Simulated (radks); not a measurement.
Sr25+, 13 electrons, occupied as [Ne] 3s2 3p1. All-electron calculation, Dirac Kohn-Sham, BLYP, spin-unpolarised, spherical densities, point nucleus; open shells fill j = l - 1/2 first. Program: a radial shooting solver on a logarithmic mesh with Libxc functionals.

Unscreened Slater integrals over Kohn-Sham orbitals (hartree). Large and small components are both included. Empty in this configuration: 3p3/2.

integral,value
"F0(3p1/2,3p1/2)",2.2229
"F0(3p1/2,3s1/2)",2.1741
"G1(3p1/2,3s1/2)",1.3991
"F0(3p1/2,2p3/2)",2.9361
"G2(3p1/2,2p3/2)",0.31815
"F0(3p1/2,2p1/2)",2.9512
"G0(3p1/2,2p1/2)",0.30210
"F0(3p1/2,3p3/2)",2.2058
"G2(3p1/2,3p3/2)",1.1075
"F0(3s1/2,3s1/2)",2.1346
"F0(3s1/2,2p3/2)",2.7970
"G1(3s1/2,2p3/2)",0.28525
"F0(3s1/2,2p1/2)",2.8088
"G1(3s1/2,2p1/2)",0.28721
"F0(3s1/2,3p3/2)",2.1588
"G1(3s1/2,3p3/2)",1.4019
"F0(2p3/2,2p3/2)",6.1152
"F2(2p3/2,2p3/2)",2.9099
"F0(2p3/2,2p1/2)",6.1989
"G2(2p3/2,2p1/2)",2.9007
"F0(2p3/2,3p3/2)",2.8986
"F2(2p3/2,3p3/2)",0.73216
"G0(2p3/2,3p3/2)",0.29283
"G2(2p3/2,3p3/2)",0.32050
"F0(2p1/2,2p1/2)",6.2872
"F0(2p1/2,3p3/2)",2.9133
"G2(2p1/2,3p3/2)",0.31787
"F0(3p3/2,3p3/2)",2.1894
"F2(3p3/2,3p3/2)",1.1032
